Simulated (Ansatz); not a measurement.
Molecule: WH₆ (charge -1, doublet). The spin state was set by rule; other spins were not relaxed. 
Structure (B3LYP-D3(BJ)/def2-TZVP (Ansatz, an electronic-structure program) minimum search):
```
W
H 1 1.7334
H 1 1.7334 2 115.62
H 1 1.7363 2 66.99 3 118.51
H 1 1.7363 2 124.42 4 -39.87
H 1 1.7509 2 122.18 4 59.70
H 1 1.8028 2 74.72 4 177.21
```
Charge -1, spin multiplicity 2.

Basis-set convergence of Hartree-Fock and CCSD correlation energies (hartree) with Ansatz. Cores are frozen in the correlated levels unless marked. Open shells are spin-unrestricted. No spin-orbit coupling. Frozen are the shells of the preceding noble gas and the d and f shells that filled before the atom's block. Past Kr the def2 sets carry scalar-relativistic core potentials. This anion needs diffuse functions, which these sets lack.

```
basis       functions      E(HF)  E(corr, CCSD)
----------  ---------  ---------  -------------
def2-SVP           62  -69.73698       -0.28047
def2-TZVPP        140        [?]            [?]
```

**Question.** What belongs in the gaps?

**Answer.** 
- def2-TZVPP, E(HF): -69.77222
- def2-TZVPP, E(corr, CCSD): -0.32921
